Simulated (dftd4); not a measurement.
carbon atom (C), triplet; D4 for pbe in dftd4 4.2.0.

The dftd4 input:
```
$ dftd4 mol.xyz --func pbe --charge 0 --json dftd4.json --noedisp

# file mol.xyz
1

C      0.00000000     0.00000000     0.00000000
```

Question: What does dftd4 print? Leave out banner, timings and long lists.

Answer: 
```
                    ____  _____ _____     ____  _  _
      -------------|  _ \|  ___|_   _|---|  _ \| || |------------
     |             | | | | |_    | | ___ | | | | || |_           |
     |             | |_| |  _|   | ||___|| |_| |__   _|          |
     |             |____/|_|     |_|     |____/   |_|            |
     |             ===================================           |
     |            E. Caldeweyher, S. Ehlert & S. Grimme          |
     |          Mulliken Center for Theoretical Chemistry        |
     |                    University of Bonn                     |
      -----------------------------------------------------------

Rational (Becke-Johnson) damping: pbe-D4-ATM
---------------------
  s6         1.0000
  s8         0.9595
  s9         1.0000
  a1         0.3857
  a2         4.8069
 alp        16.0000
--------------------

Dispersion energy:       0.0000000000000E+00 Eh

[Info] JSON dump of results written to 'dftd4.json'
```
